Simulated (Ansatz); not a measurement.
Geometry optimisation, RKS BLYP-D4/def2-SVP in Ansatz.

input.yaml

```yaml
crystal:
  periodic: [false, false, false]
  atoms:
    - { symbol: Zr, position_ang: [-0.051064, 0.126526, -0.007947] }
    - { symbol: Cl, position_ang: [-0.199463, 0.339839, 2.459767] }
    - { symbol: Cl, position_ang: [2.122836, 0.377281, -0.900126] }
    - { symbol: F, position_ang: [-0.993717, 1.640252, -0.663889] }
    - { symbol: Cl, position_ang: [-1.228755, -1.721758, -0.887359] }
    - { symbol: "N", position_ang: [1.581392, -2.485306, 1.434106] }
    - { symbol: H, position_ang: [0.939167, -2.988164, 0.818533] }
    - { symbol: H, position_ang: [2.356819, -2.043682, 0.935739] }
    - { symbol: H, position_ang: [1.105084, -1.848488, 2.103275] }
basis:
  gaussian: { orbitals: def2-SVP }
hamiltonian:
  xc: blyp
  dispersion: d4
relax:
  f_tol: 0.03
  max_steps: 50
output:
  orbitals: {}
```

Launched with:

```bash
$ ansatz run input.yaml --threads 4 --pin off --max-ram 5120MiB --backend cpu --events-out ev --progress --plain --runs-dir out
```

Problem. Where does it end, and by what steps?

Solution. The forces met the threshold. The force dipped under the threshold on the way, but the program's further checks kept it going. After 10 steps the energy has fallen by 0.998 eV; N6 moved furthest, 0.64 Å. Joined: Zr1–N6 (3.40 → 2.48 Å).

```csv
step,energy less start (eV),largest force component (eV/Å),accepted
0,0.0000,1.242,yes
1,-0.1161,1.044,yes
2,-0.1836,0.869,yes
3,-0.1617,1.220,no
4,-0.2967,1.028,yes
5,-0.4416,1.117,yes
6,-0.7924,1.233,yes
7,-0.8043,2.773,yes
8,-0.9954,0.131,yes
9,-0.9979,0.023,yes
10,-0.9980,0.005,yes
```

```xyz
9
Properties=species:S:1:pos:R:3
Zr 0.073 -0.072 0.143
Cl -0.266 0.439 2.454
Cl 2.228 0.362 -0.797
F -0.862 1.421 -0.610
Cl -1.241 -1.821 -0.822
N 1.284 -2.008 1.118
H 0.892 -2.907 0.801
H 2.282 -2.008 0.859
H 1.242 -2.009 2.148
```

Whether the end is a true minimum wasn't checked by a vibrational analysis.

The run took 28 s on 4 threads of Arm Neoverse V1, on a shared host, peak memory 0.2 GiB.
